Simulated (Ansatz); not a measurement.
Coupled-cluster run, C₃H₅ClOSi (`OC1=C([SiH2]Cl)C1`).

```yaml
crystal:
  periodic: [false, false, false]
  atoms:
    - {symbol: O, position_ang: [-1.400493, -0.379139, 1.977833]}
    - {symbol: C, position_ang: [-0.558436, 0.093641, 1.077944]}
    - {symbol: C, position_ang: [-0.060391, -0.033937, -0.112328]}
    - {symbol: Si, position_ang: [0.163773, -0.838333, -1.718432]}
    - {symbol: Cl, position_ang: [2.093513, -1.548510, -1.879870]}
    - {symbol: C, position_ang: [0.429836, 1.128207, 0.795192]}
    - {symbol: H, position_ang: [-1.359095, 0.172278, 2.766410]}
    - {symbol: H, position_ang: [-0.020642, 0.125986, -2.827334]}
    - {symbol: H, position_ang: [-0.759372, -1.986914, -1.860333]}
    - {symbol: H, position_ang: [1.427288, 1.063016, 1.233115]}
    - {symbol: H, position_ang: [0.109519, 2.146704, 0.568603]}
basis:
  gaussian: {orbitals: def2-SVP}
correlation: {method: ccsd_t}
```

```sh
$ ansatz run in.yaml --threads 4 --pin off --events-out ev --progress --plain --max-ram 10444MiB
```

The program prints (abridged):

```
Functional definition: HF
1148 factors; integrals over basis functions are off by at most 1.2e-3 eV
mean field evaluation 1: about -25559.3079 eV, gradient 3.2e1 eV
mean field evaluation 2: about -25559.3144 eV, gradient 3.2e1 eV
mean field evaluation 4: about -25562.1196 eV, gradient 3.3e0 eV
mean field evaluation 8: about -25562.1573 eV, gradient 2.3e-4 eV
mean field -25562.15726461 eV, -939.3919528220 hartree, gradient 2.4e-6 eV, S^2 0.000000; 0 other end points of the search recorded, 0 dependent functions left out
14 core orbitals not correlated: weight in the atoms' cores, before any rotation towards them, 1.000 or more for the frozen orbitals, at most 0.000 for the correlated occupied ones
reference -25562.15726461 eV, -939.3919528220 hartree; 17, 17 occupied and 86, 86 virtual orbitals, 1148 factors
second order -21.88286759 eV of doubles, -0.00000000 eV of singles
cycle   1  -22.51326929 eV  change   -6.3e-1 eV  update   1.1e-1
cycle   2  -23.08563732 eV  change   -5.7e-1 eV  update   3.2e-2
cycle   3  -23.21721033 eV  change   -1.3e-1 eV  update   1.6e-2
cycle   4  -23.21355578 eV  change    3.7e-3 eV  update   4.1e-3
cycle   5  -23.21294198 eV  change    6.1e-4 eV  update   1.6e-3
cycle   6  -23.21326499 eV  change   -3.2e-4 eV  update   5.3e-4
cycle   7  -23.21298734 eV  change    2.8e-4 eV  update   1.8e-4
cycle   8  -23.21294525 eV  change    4.2e-5 eV  update   7.8e-5
cycle   9  -23.21297044 eV  change   -2.5e-5 eV  update   3.1e-5
perturbative correction -0.76033017 eV, -0.0279416185 hartree
Total energy: -25586.13056523 eV, -940.2729553700 hartree
```

Run time 3.6 s (4 threads of an Intel Xeon 6975P-C on a shared host); peak host memory 0.62 GiB.

MP2 recovers 91.3 % of the CCSD(T) correlation energy and the triples give 3.2 %; T1 = 0.0115.
